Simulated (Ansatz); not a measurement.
The cluster Ag₉⁺, relaxed as a singlet with RKS r2SCAN-D4/def2-SVP in Ansatz, starting from the GFN1-xTB geometry. Force threshold 0.02 eV/Å.

In the def2 sets Ag takes a core potential; there is no spin–orbit coupling. The relaxation made no stability test and no search for a lower SCF solution. No other spin state of charge 1 was run. Another isomer (singlet) lies 0.23 eV lower at PBE0-D4/def2-TZVP; other spin states weren't run for this one.

Start:

```
atom   x (Å)   y (Å)   z (Å)
 Ag1   0.070   2.196   0.799
 Ag2   1.001   1.288  -1.678
 Ag3   2.596  -1.038  -1.404
 Ag4  -1.619   0.143   1.906
 Ag5  -1.669   0.752  -0.911
 Ag6   0.964   0.554   2.926
 Ag7  -1.864  -1.937   0.011
 Ag8  -0.102  -1.343  -2.111
 Ag9   0.625  -0.614   0.462
```

```
        step  energy (eV)  largest force component (eV/Å)  SCF passes
           1  -36005.4681                           0.350          23
           2  -36005.5242                           0.233          22
           3  -36005.5416                           0.027          21
4 (rejected)  -36005.5396                           0.083          22
           5  -36005.5424                           0.040          22
           6  -36005.5428                           0.004          24
```

Force components are those of the run's own axes.

End:

```tsv
atom	x (Å)	y (Å)	z (Å)
Ag1	0.044	2.168	0.759
Ag2	0.954	1.279	-1.652
Ag3	2.569	-1.001	-1.346
Ag4	-1.551	0.103	1.879
Ag5	-1.660	0.774	-0.912
Ag6	0.985	0.547	2.854
Ag7	-1.898	-1.874	-0.025
Ag8	-0.074	-1.341	-2.036
Ag9	0.630	-0.654	0.479
```

By distances, no bond broke or formed. The bond that changes most is Ag4–Ag9, from 2.77 to 2.70 Å (atoms count from 1).

No frequencies were taken in this run, so the end may be a saddle point.

It took 3.6 min on 4 threads of Arm Neoverse N1 on a shared host, peak host memory 0.72 GiB.
